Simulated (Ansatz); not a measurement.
Start from `C[S][Sn]([Cl])([S]C)[S]C` and change one atom or group to get `C[S][Sn]([S]C)([S]C)[S]C`.

Ansatz, PBE0-D4/def2-TZVP geometries, multiplicity 1. Each molecule was computed in one conformer, which needn't be the lowest.

Elements past krypton have def2 core potentials.

```
                               property  `C[S][Sn]([Cl])([S]C)[S]C`
     HOMO energy (PBE0/def2-TZVPP) / eV                       -7.18
     LUMO energy (PBE0/def2-TZVPP) / eV                       -1.80
HOMO–LUMO gap (ωB97M-V/def2-TZVPP) / eV                        9.49
    HOMO–LUMO gap (PBE/def2-TZVPP) / eV                        3.30
  HOMO–LUMO gap (B3LYP/def2-TZVPP) / eV                        4.87
      HOMO energy (PBE/def2-TZVPP) / eV                       -5.94
```

**Question.** Give the same properties after the change, and the shifts. (An estimate is asked.)

**Answer.** Ansatz gave: 
```csv
property,`C[S][Sn]([S]C)([S]C)[S]C`,shift
HOMO energy (PBE0/def2-TZVPP) / eV,-6.93,0.25
LUMO energy (PBE0/def2-TZVPP) / eV,-1.43,0.37
HOMO–LUMO gap (ωB97M-V/def2-TZVPP) / eV,9.58,0.09
HOMO–LUMO gap (PBE/def2-TZVPP) / eV,3.43,0.13
HOMO–LUMO gap (B3LYP/def2-TZVPP) / eV,5.00,0.13
HOMO energy (PBE/def2-TZVPP) / eV,-5.70,0.24
```

With PBE0 the HOMO rises by 0.25 eV and the LUMO rises by 0.37 eV, so the gap widens by about 0.12 eV. PBE moves the HOMO by 0.24 eV and ωB97M-V by 0.24 eV.

Positive LUMOs are unbound, so they and the gaps depend on the basis.

B3LYP here is the variant with VWN-RPA as its local correlation; programs differ in this.
